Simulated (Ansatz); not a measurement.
A CCSD(T) single point on C₃H₉FTi, SMILES `[CH3][Ti]([CH3])([CH3])[F]`.

```yaml
crystal:
  periodic: [false, false, false]
  atoms:
    - {symbol: C, position_ang: [-1.584972, 1.088356, -0.028030]}
    - {symbol: Ti, position_ang: [0.306815, 0.357022, -0.370151]}
    - {symbol: C, position_ang: [1.252000, 0.188339, 1.448905]}
    - {symbol: C, position_ang: [0.113797, -1.535298, -1.152956]}
    - {symbol: F, position_ang: [1.207451, 1.407199, -1.460133]}
    - {symbol: H, position_ang: [-2.201292, 0.301829, 0.422147]}
    - {symbol: H, position_ang: [-1.533267, 1.936249, 0.664254]}
    - {symbol: H, position_ang: [-2.054260, 1.421092, -0.959247]}
    - {symbol: H, position_ang: [1.590216, 1.164685, 1.810044]}
    - {symbol: H, position_ang: [0.557405, -0.242207, 2.179132]}
    - {symbol: H, position_ang: [2.120132, -0.473535, 1.354189]}
    - {symbol: H, position_ang: [-0.209959, -2.222583, -0.363185]}
    - {symbol: H, position_ang: [1.062802, -1.889317, -1.567746]}
    - {symbol: H, position_ang: [-0.639769, -1.531030, -1.948420]}
basis:
  gaussian: {orbitals: def2-SVP}
correlation: {method: ccsd_t}
```

```sh
$ ansatz run in.yaml --threads 8 --pin off --events-out ev --progress --plain --max-ram 18278MiB
```

Output of Ansatz, abridged:

```
Functional definition: HF
1385 factors; integrals over basis functions are off by at most 1.2e-3 eV
mean field evaluation 1: about -29010.1104 eV, gradient 5.7e1 eV
mean field evaluation 2: about -29010.2036 eV, gradient 5.7e1 eV
mean field evaluation 4: about -29018.9090 eV, gradient 6.5e0 eV
mean field evaluation 8: about -29019.1095 eV, gradient 9.0e-1 eV
mean field evaluation 16: about -29019.1131 eV, gradient 2.2e-6 eV
mean field -29019.11314148 eV, -1066.4327380879 hartree, gradient 2.2e-6 eV, S^2 0.000000; 0 other end points of the search recorded, 0 dependent functions left out
9 core orbitals not correlated: weight in the atoms' cores, before any rotation towards them, 1.000 or more for the frozen orbitals, at most 0.000 for the correlated occupied ones
reference -29019.11314148 eV, -1066.4327380879 hartree; 20, 20 occupied and 103, 103 virtual orbitals, 1385 factors
second order -25.50089254 eV of doubles, -0.00000000 eV of singles
cycle   1  -25.96975894 eV  change   -4.7e-1 eV  update   1.7e-1
cycle   2  -26.66696504 eV  change   -7.0e-1 eV  update   8.6e-2
cycle   3  -26.92442388 eV  change   -2.6e-1 eV  update   3.4e-2
cycle   4  -26.94172574 eV  change   -1.7e-2 eV  update   9.4e-3
cycle   5  -26.93293138 eV  change    8.8e-3 eV  update   4.4e-3
cycle   6  -26.93065989 eV  change    2.3e-3 eV  update   1.6e-3
cycle   7  -26.93055012 eV  change    1.1e-4 eV  update   8.6e-4
cycle   8  -26.93046511 eV  change    8.5e-5 eV  update   4.4e-4
cycle   9  -26.93061608 eV  change   -1.5e-4 eV  update   2.3e-4
cycle  10  -26.93070750 eV  change   -9.1e-5 eV  update   9.2e-5
cycle  11  -26.93062129 eV  change    8.6e-5 eV  update   4.3e-5
cycle  12  -26.93063456 eV  change   -1.3e-5 eV  update   2.0e-5
perturbative correction -1.01173235 eV, -0.0371804782 hartree
Total energy: -29047.05550839 eV, -1067.4596011319 hartree
```

Hardware: 8 threads of an Arm Neoverse V1 on a shared host. Wall time 14 s, peak host memory 1 GiB.

Correlation energy per correlated electron: -0.699 eV. T1 diagnostic: 0.0166.
